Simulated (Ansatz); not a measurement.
Molecule: CH3Si (charge 0, doublet). It need not be the lowest isomer of its formula. 
Structure (B3LYP-D3(BJ)/def2-TZVP (Ansatz, a first-principles code) minimum search):
```
C
H 1 1.0812
H 1 1.0862 2 115.98
Si 1 1.7070 2 123.86 3 180.00
H 4 1.4946 1 121.17 2 -180.00
```
Charge 0, spin multiplicity 2.

Basis-set convergence of Hartree-Fock and MP2 correlation energies (hartree) with Ansatz. Cores are frozen in the correlated levels unless marked. Open shells are spin-unrestricted. No spin-orbit coupling. Non-relativistic.

The UHF reference is spin-contaminated (<S^2> 0.44 over the pure value in the largest basis). The T1 diagnostic of CCSD in the largest basis is 0.068, which is high, so the coupled-cluster rows are less sure than usual.

```tsv
basis	functions	E(HF)	E(corr, MP2)
aug-cc-pV(D+d)Z	82	-328.45847	-0.20929
aug-cc-pV(T+d)Z	170	?	?
```

Question: Some entries are withheld; supply them.

Answer: 
- aug-cc-pV(T+d)Z, E(HF): -328.47882
- aug-cc-pV(T+d)Z, E(corr, MP2): -0.25075
